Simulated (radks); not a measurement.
The numbers below are computed, except where a source is named.
Neutral molybdenum, [Kr] 4d5 5s1. Level of theory: non-relativistic Kohn-Sham, exchange-only LDA, spin-polarised, spherical densities, point nucleus (a radial shooting solver on a logarithmic mesh with Libxc functionals). Every spin shell is full or empty, so the densities are truly spherical. Functionals are evaluated on that one density, not self-consistently. Rank these orbital-free kinetic functionals by their error against the exact value of the orbitals, and give that value: Thomas-Fermi, von Weizsacker, TF + vW, TF + vW/9, TF + vW/5, LC94, APBEK, revAPBEK, Perdew 92, Thakkar, Pearson, PG1, DePristo-Kress, Ernzerhof.

Answer. Exact: 3969.33 hartree. From best to worst, with 100 (|E| - |E exact|)/|E exact| (equal figures are ties): LC94 +0.07, DePristo-Kress -0.07, APBEK +0.13, revAPBEK +0.33, Ernzerhof -0.38, Thakkar -0.51, Perdew 92 -0.68, TF + vW/9 -0.69, Pearson -0.98, TF + vW/5 +3.22, Thomas-Fermi -5.58, PG1 +16.16, TF + vW +38.42, von Weizsacker -56.00.
